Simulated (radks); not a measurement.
Initial-state core-level shifts of the phosphorus ion P3+ when its valence configuration changes from [Ne] 3s2. Method: scalar-relativistic Kohn-Sham, r2SCAN, spin-polarised, spherical densities, finite nucleus; open shells are filled with parallel spins first; meta-GGA in the generalised Kohn-Sham scheme; Fermi nuclear charge, rms radius 3.1889 fm; computed with a radial shooting solver on a logarithmic mesh with Libxc functionals. Shifts are changes of the shell-averaged eigenvalues in eV (positive: less bound); the change of the density at the nucleus, which sets a Mossbauer isomer shift, is in e/bohr^3, on a base of 2396.

valence          1s      2s      2p  density at nucleus
3p2          -2.187  -2.224  -2.183            -18.7327
3s1 3p1      -0.854  -0.922  -0.887             -9.2253
3s1.5 3p0.5  -0.566  -0.572  -0.564             -4.6737
3s0.5 3p1.5  -1.518  -1.572  -1.534            -14.0095
